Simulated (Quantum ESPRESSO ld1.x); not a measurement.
The numbers below are computed, except where a source is named.
Ca+, configuration [Ar] 4s1 (the NIST ground configuration). Level of theory: scalar-relativistic Kohn-Sham, PW91, spin-unpolarised, spherical densities, point nucleus (ld1.x of Quantum ESPRESSO 7.5).

Unscreened Slater integrals over Kohn-Sham orbitals (eV). Empty in this configuration: 3d.

| integral | value |
|---|---|
| F0(4s,4s) | 6.8027 |
| F0(4s,3p) | 8.6803 |
| G1(4s,3p) | 0.60254 |
| F0(4s,3s) | 8.7534 |
| G0(4s,3s) | 0.40811 |
| F0(4s,2p) | 9.3674 |
| G1(4s,2p) | 0.20445 |
| F0(4s,3d) | 8.1656 |
| G2(4s,3d) | 1.7561 |
| F0(3p,3p) | 19.443 |
| F2(3p,3p) | 9.7513 |
| F0(3p,3s) | 20.286 |
| G1(3p,3s) | 13.464 |
| F0(3p,2p) | 26.531 |
| F2(3p,2p) | 4.8794 |
| G0(3p,2p) | 1.9221 |
| G2(3p,2p) | 1.9677 |
| F0(3p,3d) | 15.465 |
| F2(3p,3d) | 6.9299 |
| G1(3p,3d) | 8.5932 |
| G3(3p,3d) | 5.0870 |
| F0(3s,3s) | 21.245 |
| F0(3s,2p) | 28.285 |
| G1(3s,2p) | 2.2234 |
| F0(3s,3d) | 15.963 |
| G2(3s,3d) | 6.2977 |
| F0(2p,2p) | 76.003 |
| F2(2p,2p) | 35.506 |
| F0(2p,3d) | 18.843 |
| F2(2p,3d) | 2.5661 |
| G1(2p,3d) | 1.6060 |
| G3(2p,3d) | 0.90500 |
| F0(3d,3d) | 12.959 |
| F2(3d,3d) | 5.7660 |
| F4(3d,3d) | 3.5448 |
